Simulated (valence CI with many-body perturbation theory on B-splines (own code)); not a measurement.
## Ce⁸⁺: E2, M1 decay

Calculated by configuration interaction combined with many-body perturbation theory (CI+MBPT): four valence electrons over a frozen Dirac-Fock core [Kr] 4d10, radial functions for each j: 8 s, 8 p, 9 d, 9 f, 6 g, 3 h, 2 i, with the one-electron correlation potential Σ1 (screened to all orders), the two-electron term Σ2, the three-electron term Σ3, Breit, model QED; selected single and double excitations, second order for the rest, scaled by the run's own slope (own B-spline code, finite nucleus).

No measured spectrum was set against this ion. As an estimate, levels hold to about 250 cm⁻¹ or 0.2 % of their energy and the worst to 1 %, as in measured heavy ions of charge 2 to 7; those with d or f electrons hold less well. Core correlation moves these levels by up to 44000 cm⁻¹, and in measured spectra 5 to 20 % of such shifts remained as error; rates that hang on mixing are uncertain with them.

Lines 1 to 50 of 120 in falling wavelength, among levels below 254170 cm⁻¹, chosen from the decays that carry over 1 % of a level's rate. Wavelengths and rates use the calculated energies, so an error of 200 cm⁻¹ moves a line at 7751 Å by 1.6 % and its rate by three times that or more. Electric multipoles are in the length gauge, E1 and E2 with the static RPA response of the core. Weak lines are less certain than strong ones. Lines between different terms over intervals too small for the method are left out, as are lines whose strength nearly cancels. Branching is blank where the lifetime is uncertain.

Names give the largest LS component (configuration and term), which can be under half, so a name can repeat, a term be missing and a line seem to break the LS rules; names also repeat where a configuration has a term twice. Letters in brackets count levels of one name in rising energy.

| λ vac (Å) | Upper | Lower | Type | A (s⁻¹) | Branch % |
| --- | --- | --- | --- | --- | --- |
| 15580 | 4f 5s2 5p 3G_4 | 4f 5s2 5p 3G_3 | M1 | 2.92e+00 | 30.3 |
| 15340 | 5s2 5p2 3P_2 [a] | 5s2 5p2 3P_1 | M1 | 1.88e+00 | 53.7 |
| 7751 | 4f 5s2 5p 3G_3 | 5s2 5p2 3P_2 [b] | M1 | 2.21e-02 | 1.1 |
| 5739 | 4f 5s2 5p 3F_3 | 5s2 5p2 3P_2 [b] | M1 | 1.78e+00 |  |
| 5388 | 4f 5s2 5p 3F_2 | 5s2 5p2 3P_2 [b] | M1 | 3.79e+00 | 2.6 |
| 4547 | 4f 5s2 5p 1F_3 | 4f 5s2 5p 3G_4 | M1 | 3.12e+00 | 1.1 |
| 4395 | 4f 5s2 5p 1F_3 | 4f 5s2 5p 3F_2 | M1 | 6.62e+01 | 24.1 |
| 4233 | 5s2 5p2 3P_1 | 5s2 5p2 3P_0 | M1 | 1.99e+02 | 100.0 |
| 4186 | 4f 5s2 5p 1F_3 | 4f 5s2 5p 3F_3 | M1 | 1.88e+01 | 6.9 |
| 3990 | 4f 5s2 5p 3F_4 | 4f 5s2 5p 3G_4 | M1 | 7.29e+01 | 27.9 |
| 3709 | 4f 5s2 5p 3F_4 | 4f 5s2 5p 3F_3 | M1 | 4.35e+01 | 16.7 |
| 3520 | 4f 5s2 5p 1F_3 | 4f 5s2 5p 3G_3 | M1 | 1.15e+02 | 41.8 |
| 3460 | 5s2 5p2 3P_2 [b] | 5s2 5p2 3P_2 [a] | M1 | 2.42e+02 | 44.5 |
| 3439 | 4f 5s2 5p 3G_5 | 4f 5s2 5p 3G_4 | M1 | 2.38e+02 | 98.4 |
| 3372 | 4f 5s2 5p 3D_3 | 4f 5s2 5p 3G_4 | M1 | 5.52e+01 | 18.8 |
| 3318 | 5s2 5p2 3P_2 [a] | 5s2 5p2 3P_0 | E2 | 1.62e+00 | 46.3 |
| 3288 | 4f 5s2 5p 3D_3 | 4f 5s2 5p 3F_2 | M1 | 1.04e+01 | 3.6 |
| 3258 | 4f 5s2 5p 3D_2 | 4f 5s2 5p 3F_2 | M1 | 1.69e+02 | 41.7 |
| 3176 | 4f 5s2 5p 3F_4 | 4f 5s2 5p 3G_3 | M1 | 1.17e+02 | 44.9 |
| 3169 | 4f 5s2 5p 3D_3 | 4f 5s2 5p 3F_3 | M1 | 1.71e+02 | 58.4 |
| 3142 | 4f 5s2 5p 3D_2 | 4f 5s2 5p 3F_3 | M1 | 5.26e+00 | 1.3 |
| 2941 | 4f 5s2 5p 3D_1 | 4f 5s2 5p 3F_2 | M1 | 2.27e+02 | 54.3 |
| 2823 | 5s2 5p2 3P_2 [b] | 5s2 5p2 3P_1 | M1 | 2.93e+02 | 53.8 |
| 2772 | 4f 5s2 5p 3D_3 | 4f 5s2 5p 3G_3 | M1 | 2.78e+01 | 9.5 |
| 2751 | 4f 5s2 5p 3D_2 | 4f 5s2 5p 3G_3 | M1 | 7.14e+01 | 17.6 |
| 2751 | 4f 5s2 5p 3D_2 | 4f 5s2 5p 3G_3 | E2 | 5.94e+00 | 1.5 |
| 2744 | 4f 5s2 5p 1G_4 | 4f 5s2 5p 3G_4 | M1 | 6.65e+01 | 18.2 |
| 2608 | 4f 5s2 5p 1G_4 | 4f 5s2 5p 3F_3 | M1 | 6.94e+01 | 19.0 |
| 2522 | 4f 5s2 5p 3D_1 | 4f 5s2 5p 3G_3 | E2 | 1.03e+01 | 2.5 |
| 2467 | 4f 5s2 5p 1D_2 | 5s2 5p2 1S_0 | E2 | 6.11e+00 | 1.3 |
| 2420 | 4f 5s2 5p 1F_3 | 5s2 5p2 3P_2 [b] | M1 | 8.29e+00 | 3.0 |
| 2392 | 4f 5s2 5p 3G_3 | 5s2 5p2 3P_2 [a] | E2 | 1.67e+00 | 86.5 |
| 2392 | 4f 5s2 5p 3G_3 | 5s2 5p2 3P_2 [a] | M1 | 4.32e-02 | 2.2 |
| 2333 | 4f 5s2 5p 1G_4 | 4f 5s2 5p 3G_3 | M1 | 1.79e+02 | 49.0 |
| 2333 | 4f 5s2 5p 1G_4 | 4f 5s2 5p 3G_3 | E2 | 5.78e+00 | 1.6 |
| 2328 | 4f 5s2 5p 1D_2 | 4f 5s2 5p 3G_4 | E2 | 1.12e+01 | 2.4 |
| 2288 | 4f 5s2 5p 1D_2 | 4f 5s2 5p 3F_2 | M1 | 1.13e+01 | 2.5 |
| 2253 | 4f 5s2 5p 3F_4 | 5s2 5p2 3P_2 [b] | E2 | 3.65e+00 | 1.4 |
| 2230 | 4f 5s2 5p 1D_2 | 4f 5s2 5p 3F_3 | M1 | 3.38e+02 | 73.3 |
| 2158 | 4f 5s2 5p 3F_3 | 5s2 5p2 3P_2 [a] | M1 | 3.04e+00 |  |
| 2158 | 4f 5s2 5p 3F_3 | 5s2 5p2 3P_2 [a] | E2 | 7.14e-01 |  |
| 2107 | 4f 5s2 5p 3F_2 | 5s2 5p2 3P_2 [a] | M1 | 9.32e+00 | 6.5 |
| 2107 | 4f 5s2 5p 3F_2 | 5s2 5p2 3P_2 [a] | E2 | 2.79e+00 | 2.0 |
| 2074 | 4f 5s2 5p 3G_4 | 5s2 5p2 3P_2 [a] | E2 | 6.67e+00 | 69.2 |
| 2069 | 4f 5s2 5p 3G_3 | 5s2 5p2 3P_1 | E2 | 1.96e-01 | 10.1 |
| 2042 | 4f 5s2 5p 3D_3 | 5s2 5p2 3P_2 [b] | E2 | 7.39e+00 | 2.5 |
| 2030 | 4f 5s2 5p 3D_2 | 5s2 5p2 3P_2 [b] | M1 | 1.20e+01 | 2.9 |
| 1974 | 5s2 5p2 1S_0 | 5s2 5p2 3P_2 [a] | E2 | 6.52e+01 | 3.9 |
| 1903 | 4f 5s2 5p 3D_1 | 5s2 5p2 3P_2 [b] | M1 | 2.87e+01 | 6.9 |
| 1892 | 4f 5s2 5p 3F_3 | 5s2 5p2 3P_1 | E2 | 1.34e+01 |  |
